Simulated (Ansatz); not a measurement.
```xyz
7

N     0.885   -0.740   -0.432
C     0.032   -0.028    0.314
S     0.024   -0.024    1.943
Te   -1.327    1.108   -0.886
H     1.568   -1.311    0.041
H     0.878   -0.730   -1.437
H    -2.060    1.725    0.456
```

The species carries charge 0 and has multiplicity 1. Te takes the def2 core potential.

Problem. List the PBE/def2-TZVPP orbital energies in eV (Ansatz 0.2.0). (Best estimate.)

Solution. The calculation gave: Occupied: -2394.85, -382.01, -271.89, -207.80, -164.66, -153.96, -153.85, -153.73, -115.07, -114.96, -114.75, -41.16, -41.14, -40.94, -40.85, -40.83, -24.11, -18.88, -16.51, -14.90, -13.93, -10.53, -9.77, -9.20, -8.38, -6.15, -5.50, -5.19. Lowest empty: -2.16, -1.97, -0.78, 0.43, 1.00, 2.48, 2.52, 2.80.
